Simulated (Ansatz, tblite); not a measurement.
Breaking a bond: ClLi, singlet. Each curve is given relative to its own lowest point between 1.67 and 2.50 Å, where full CI is lowest.

```
R / Å      A      B      C
-----  -----  -----  -----
1.67   0.616  1.272  1.282
1.80   0.135  0.489  0.491
1.89   0.011  0.200  0.199
2.01   0.000  0.024  0.023
2.07   0.037  0.000  0.000
2.19   0.161  0.040  0.043
2.24   0.226  0.083  0.088
2.34   0.370  0.203  0.209
2.39   0.447  0.275  0.281
2.50   0.621  0.455  0.461
2.62   0.814  0.673  0.676
2.71   0.957  0.844  0.844
2.92   1.274  1.248  1.238
3.09   1.522  1.568  1.547
3.36   1.886  2.044  2.004
3.68   2.259  2.547  2.483
4.08   2.636  3.080  2.991
4.51       —  3.546  3.436
5.09       —      —  3.505
5.71       —      —  3.520
6.73       —      —  3.524
7.78       —      —  3.525
```

Energies in eV.

### Question
Match the curves with the methods GFN2-xTB, 300 K electronic temperature (tblite); CCSD on UHF/cc-pVDZ, frozen core (Ansatz, a quantum-chemistry and plane-wave program); UHF/cc-pVDZ run with Ansatz.

### Answer
A is GFN2-xTB; B is UCCSD; C is UHF.

A dash means that the run gave no value there, or that the column was ended at a point which the program doubted or which failed a test of continuity chosen for this set; such a test can also cut sound points.

The unrestricted determinant behind UCCSD, UHF is spin-contaminated at 5.09 to 7.78 Å (<S²> up to 1.0, against 0.00 for a pure singlet).
